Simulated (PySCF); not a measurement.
Simulated Si 2p region for `Br[Si](Br)(Br)Br`, binding energy against the vacuum level.

Every computed line was given a Gaussian of 0.8 eV full width at half maximum and an area set by the number of equivalent atoms (split 2:1 within a doublet); the highest printed point is 100. Computed, not measured: delta-SCF UKS SCAN, pcX-3 on the ionised atom, pcseg-2 elsewhere, spin-free X2C in PySCF.

binding energy (eV), intensity and a bar:
```
    108.3          0 
    108.4          1 
    108.5          2 
    108.6          4 #
    108.7          8 ##
    108.8         14 ####
    108.9         24 #######
    109.0         37 ###########
    109.1         53 ################
    109.2         70 #####################
    109.3         85 #########################
    109.4         95 #############################
    109.5        100 ##############################
    109.6         99 ##############################
    109.7         94 ############################
    109.8         86 ##########################
    109.9         77 #######################
    110.0         69 #####################
    110.1         60 ##################
    110.2         51 ###############
    110.3         41 ############
    110.4         31 #########
    110.5         22 #######
    110.6         14 ####
    110.7          9 ###
    110.8          5 #
    110.9          2 #
    111.0          1 
    111.1          1 
    111.2          0
```

Task: Count the maxima, the lines and the sites behind this envelope.

Result: The curve has 1 maximum (at 109.5 eV). Under it lie 2 lines from 1 inequivalent silicon site, drawn as a 2p3/2, 2p1/2 pair. At this width some lines have no maximum of their own.

Task: Decompose the envelope and assign each component. Numbering: `[Br:1][Si:2]([Br:3])([Br:4])[Br:5]`.

Result: 
```
position (eV)  relative area      line  atoms              environment
       109.45           0.67  Si 2p3/2    Si2  four-coordinate silicon
       110.08           0.33  Si 2p1/2    Si2  four-coordinate silicon
```

Shake-up satellites, vibrational structure and lifetime widths aren't simulated. 2p3/2 and 2p1/2 are the ΔSCF energy of one spin-free 2p hole plus the eigenvalues of a spin–orbit and ligand-field matrix of the shell. 2p1/2 minus 2p3/2 (ligand field included): Si 0.63 eV. Isolated species at its PBE0-D3(BJ)/def2-TZVP geometry, gas phase.
